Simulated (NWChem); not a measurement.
All runs are NWChem calculations. System: BN, charge 0, spin multiplicity 3, at a geometry optimised with UB3LYP/def2-SVP. The structure started from a generated list of species. Its SCF solution wasn't tested for a lower state. Level: ROCCSD(T)/def2-QZVP, 2 core orbitals frozen.

Part of the output:

```
             Northwest Computational Chemistry Package (NWChem) 7.3.0
             --------------------------------------------------------

                                NWChem Input Module
                                -------------------

 Scaling coordinates for geometry "geometry" by  1.889725989
 (inverse scale =  0.529177249)

 Turning off AUTOSYM since
 SYMMETRY directive was detected!

                             Geometry "geometry" -> ""
                             -------------------------

 Output coordinates in angstroms (scale by  1.889725989 to convert to a.u.)

  No.       Tag          Charge          X              Y              Z
 ---- ---------------- ---------- -------------- -------------- --------------
    1 B                    5.0000     0.00000000     0.00000000     0.77013200
    2 N                    7.0000     0.00000000     0.00000000    -0.55009400

 Effective nuclear repulsion energy (a.u.)      14.0288130328

            Nuclear Dipole moment (a.u.)
            ----------------------------
        X                 Y               Z
 ---------------- ---------------- ----------------
     0.0000000000     0.0000000000     0.0000037795

      Symmetry information
      --------------------

 Group name             C2v
 Group number             16
 Group order               4
 No. of unique centers     2

      Symmetry unique atoms

     1    2


 Summary of "ao basis" -> "" (spherical)
 ------------------------------------------------------------------------------
       Tag                 Description            Shells   Functions and Types
 ---------------- ------------------------------  ------  ---------------------
 *                         def2-qzvp                  on all atoms

 Summary of "ao basis" -> "ao basis" (spherical)
 ------------------------------------------------------------------------------
       Tag                 Description            Shells   Functions and Types
 ---------------- ------------------------------  ------  ---------------------
 B                         def2-qzvp                17       57   7s4p3d2f1g
 N                         def2-qzvp                17       57   7s4p3d2f1g

                                 NWChem SCF Module
                                 -----------------

  ao basis        = "ao basis"
  functions       =   114
  atoms           =     2
  closed shells   =     5
  open shells     =     2
  charge          =   0.00
[...]
            Alpha orbitals :   114
             Beta orbitals :   114
        Alpha frozen cores :     2
         Beta frozen cores :     2
     Alpha frozen virtuals :     0
      Beta frozen virtuals :     0
         Spin multiplicity : triplet
    Number of AO functions :   114
       Number of AO shells :    34
        Use of symmetry is : on
      Symmetry adaption is : on
         Schwarz screening : 0.10D-09

          Correlation Information
          -----------------------
          Calculation type : Coupled-cluster singles & doubles w/ perturbation
   Perturbative correction : (T)
            Max iterations :      100
        Residual threshold : 0.10D-05
     T(0) DIIS level shift : 0.00D+00
     L(0) DIIS level shift : 0.00D+00
     T(1) DIIS level shift : 0.00D+00
     L(1) DIIS level shift : 0.00D+00
     T(R) DIIS level shift : 0.00D+00
     T(I) DIIS level shift : 0.00D+00
   CC-T/L Amplitude update :  5-th order DIIS
                I/O scheme : Global Array Library
        L-threshold :  0.10D-05
        EOM-threshold :  0.10D-05
 no EOMCCSD initial starts read in
 TCE RESTART OPTIONS
 SLICE:      F
 D4D5:       F
 quantumc:   F
 qrotation:  F
 pwtce:      F
 qducc:      F
 nacto:                         0
 nrotv:                         0
 nrot:                          0

            Memory Information
            ------------------
          Available GA space size is     249010808 doubles
          Available MA space size is     104852876 doubles

 Maximum block size supplied by input
 Maximum block size        24 doubles

 tile_dim =     22

 -------------------------------------------------

 Global array virtual files algorithm will be used

 Parallel file system coherency ......... OK

 4-electron integrals stored in orbital form

 v2    file size   =          7884711
 4-index algorithm nr.  13 is used
 imaxsize =       30
 imaxsize ichop =        0


CCSD iterations
 ---------------------------------------------------------
 Iter          Residuum       Correlation     Cpu    Wall
 ---------------------------------------------------------
    1   0.1503864677327  -0.2531312231924     1.5     1.5
    2   0.0395687732630  -0.2488772767493     1.2     1.2
    3   0.0246556288279  -0.2545924556103     1.6     1.6
    4   0.0171867747808  -0.2555508511214     1.8     1.8
    5   0.0223267871014  -0.2552402022335     1.8     1.8
    6   0.0034573174337  -0.2561820347786     1.5     1.5
    7   0.0027496405757  -0.2561544786868     1.3     1.3
    8   0.0013094104763  -0.2561932130429     1.4     1.4
    9   0.0015322832293  -0.2562283773970     1.5     1.5
   10   0.0007398350723  -0.2562688794479     1.5     1.5
   11   0.0002202792520  -0.2563245073353     1.5     1.5
   12   0.0002052132170  -0.2563109467196     1.5     1.5
   13   0.0001277250864  -0.2563203426621     1.8     1.8
   14   0.0002014838556  -0.2563111196946     2.0     2.0
   15   0.0001818559945  -0.2563229340279     2.7     2.7
   16   0.0000177452061  -0.2563179637811     5.2     5.2
   17   0.0000163640012  -0.2563172161317     2.1     2.1
   18   0.0000078289245  -0.2563180177304     1.9     1.9
   19   0.0000127848658  -0.2563177628142     1.6     1.6
   20   0.0000091681977  -0.2563184591492     1.7     1.7
   21   0.0000016684995  -0.2563185677082     1.7     1.7
   22   0.0000012634916  -0.2563184266487     1.7     1.7
   23   0.0000007854995  -0.2563184883251     1.8     1.8
 -----------------------------------------------------------------
 Iterations converged
 CCSD correlation energy / hartree =        -0.256318488325127
 CCSD total energy / hartree       =       -79.272914610104266

 Singles contributions
     6a1  (beta ) ---     4a1  (beta )       -0.1151394373

 Doubles contributions
 CCSD(T)
 Using plain CCSD(T) code
             total no. of tasks         2827
 total no. of tasks / no. procs         2827
                         wl_min            2           1.1
                         wl_max        85184           6.6
        thresh for no. of tasks         2827

 CCSD[T]  correction energy / hartree =        -0.016355142683313
 CCSD[T] correlation energy / hartree =        -0.272673631008440
 CCSD[T] total energy / hartree       =       -79.289269752787575
 CCSD(T)  correction energy / hartree =        -0.014889295622640
 CCSD(T) correlation energy / hartree =        -0.271207783947768
 CCSD(T) total energy / hartree       =       -79.287803905726904

 Task  times  cpu:      103.6s     wall:      103.6s

 Total times  cpu:      103.6s     wall:      103.6s
```

Write an NWChem input that would produce this output.

One answer among several that fit: 
```
start mol
memory heap 100 mb stack 700 mb global 1900 mb
geometry units angstroms nocenter noautoz
  B      0.000000     0.000000     0.770132
  N      0.000000     0.000000    -0.550094
  symmetry group C2v
end
basis spherical
  * library def2-qzvp
end
scf
  rohf
  nopen 2
  maxiter 100
  thresh 1e-7
  semidirect memsize 60000000 filesize 0
  # guess.movecs holds the orbitals of an unrestricted PBE0 run
  vectors input guess.movecs swap 5 7 output mol.movecs
end
tce
  freeze core 2
  ccsd(t)
  2eorb
  2emet 13
  thresh 1e-6
  maxiter 100
  tilesize 24
end
task tce energy
```
